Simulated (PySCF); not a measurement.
C2H6OSi2, SMILES O[Si@@H]1C=C[SiH2]1. Coordinates come from a PBE-D3(BJ)/def2-SVP optimisation. The structure was generated by enumeration; whether it is a known compound was not checked. Other conformers were not sampled.

Give the equilibrium geometry at PBE-D3(BJ)/def2-SVP (PySCF confirms it by a frequency run) as bond lengths and angles. (An estimate is asked for; the answer gives what the named calculation found.)

One answer among several that fit: 
Atoms: O1 Si2 C3 C4 Si5 H6 H7 H8 H9 H10 H11. Bond lengths (Å): O1–Si2 1.687, O1–H6 0.973, Si2–C3 1.897, Si2–Si5 2.364, Si2–H7 1.502, C3–C4 1.368, C3–H8 1.107, C4–Si5 1.904, C4–H9 1.107, Si5–H10 1.510, Si5–H11 1.509. Angles (°): Si2–O1–H6 114.5, O1–Si2–C3 120.1, O1–Si2–Si5 124.5, O1–Si2–H7 103.0, C3–Si2–Si5 75.4, C3–Si2–H7 113.6, Si5–Si2–H7 119.1, Si2–C3–C4 104.1, Si2–C3–H8 132.5, C4–C3–H8 123.3, C3–C4–Si5 106.0, C3–C4–H9 123.2, Si5–C4–H9 130.8, Si2–Si5–C4 74.0, Si2–Si5–H10 118.1, Si2–Si5–H11 124.2, C4–Si5–H10 112.9, C4–Si5–H11 116.7, H10–Si5–H11 107.4.
Charge 0, spin multiplicity 1.
